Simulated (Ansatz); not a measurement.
C$_{2}$H$_{5}$AlFNS (`FC1N[CH2][AlH][S]1`), relaxed with RKS PBE-D4/def2-SVP in the Gaussian-basis code of Ansatz from a rough embedded geometry. The force threshold is 0.03 eV/Å; the program also tests the step.

Charge 0, multiplicity 1.

Start:

```xyz
11

F     0.865   -0.259   -1.649
C     0.780    0.786   -0.710
N    -0.599    0.884   -0.217
C    -1.053   -0.248    0.435
Al    0.495   -0.903    1.543
S     1.948    0.590    0.696
H     1.049    1.746   -1.256
H    -1.237    1.054   -1.097
H    -1.300   -1.114   -0.271
H    -1.864   -0.070    1.126
H     0.917   -2.465    1.399
```

(1) By how much does the energy fall, and how many steps does the optimiser take? (An estimate is asked.)

(2) Which bonds change most? (An estimate is asked.)

(3) Give the relaxed structure. (Best estimate.)

Results:

(1) Computed: 1.01 eV, in 9 steps.

(2) Ansatz gave: N3–C4 from 1.383 to 1.464 Å; N3–H8 from 1.100 to 1.027 Å; C2–N3 from 1.468 to 1.408 Å; Al5–S6 from 2.249 to 2.191 Å.

(3) Ansatz gave: 
```xyz
11

F     0.859    0.052   -1.946
C     0.739    0.859   -0.789
N    -0.554    0.834   -0.231
C    -1.032   -0.431    0.329
Al    0.586   -1.118    1.253
S     2.053    0.273    0.409
H     1.008    1.889   -1.099
H    -1.229    1.316   -0.838
H    -1.408   -1.154   -0.436
H    -1.870   -0.245    1.035
H     0.849   -2.275    2.313
```
